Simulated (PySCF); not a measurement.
Gas-phase reaction: 3 H₃SiOH + i-Si₄H₁₀ → 4 SiH₄ + (H₂SiO)₃

Method: PySCF energies plus ideal-gas RRHO corrections (1 bar). † marks an energy on the PBE0/def2-TZVP geometry and frequencies; other levels use their own. MP2 freezes the core. 6-31G* has spherical d functions here. All species are closed-shell singlets. B3LYP is the form with VWN-RPA correlation. H₃SiOH, (H₂SiO)₃: computed as isolated molecules; such fragments, hydroxides, amides, oligomers or adducts are transient or little studied in the gas. MP2 isn't extrapolated to the basis-set limit.

```json
[
 {"level": "B3LYP/6-31G*", "ΔH°(298 K), kJ": "[?]"},
 {"level": "B3LYP/def2-TZVP†", "ΔH°(298 K), kJ": "-381"},
 {"level": "HF/6-31G*", "ΔH°(298 K), kJ": "[?]"},
 {"level": "HF/def2-TZVP†", "ΔH°(298 K), kJ": "[?]"},
 {"level": "MP2/def2-SVP†", "ΔH°(298 K), kJ": "-368"},
 {"level": "MP2/def2-TZVPP†", "ΔH°(298 K), kJ": "-381"},
 {"level": "PBE/def2-TZVP†", "ΔH°(298 K), kJ": "-303"},
 {"level": "PBE0/def2-SVP†", "ΔH°(298 K), kJ": "-300"},
 {"level": "ωB97M-V/def2-TZVP†", "ΔH°(298 K), kJ": "[?]"}
]
```

Question: What belongs in the gaps?

Answer: 
- B3LYP/6-31G*, ΔH°(298 K), kJ: -385
- HF/6-31G*, ΔH°(298 K), kJ: -444
- HF/def2-TZVP†, ΔH°(298 K), kJ: -454
- ωB97M-V/def2-TZVP†, ΔH°(298 K), kJ: -387
